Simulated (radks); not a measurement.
Q: Re LXIV, configuration [Ne] 3s2. Calculated with a radial shooting solver on a logarithmic mesh with Libxc functionals: non-relativistic Kohn-Sham, LDA (Slater exchange, Perdew-Wang correlation), spin-unpolarised, spherical densities, point nucleus; relativity is left out, which matters for an element this heavy. Some entries of the table are withheld. Estimate them.

orbital  occ.  eigenvalue (Ry)  <1/r> (bohr^-1)
1s          2        -5203.826            74.44
2s          2        -1160.491            17.75
2p          6        -1133.790              (1)
3s          2        -488.2028              (2)

A: 
(1) 2p <1/r> (bohr^-1): 17.74
(2) 3s <1/r> (bohr^-1): 7.570
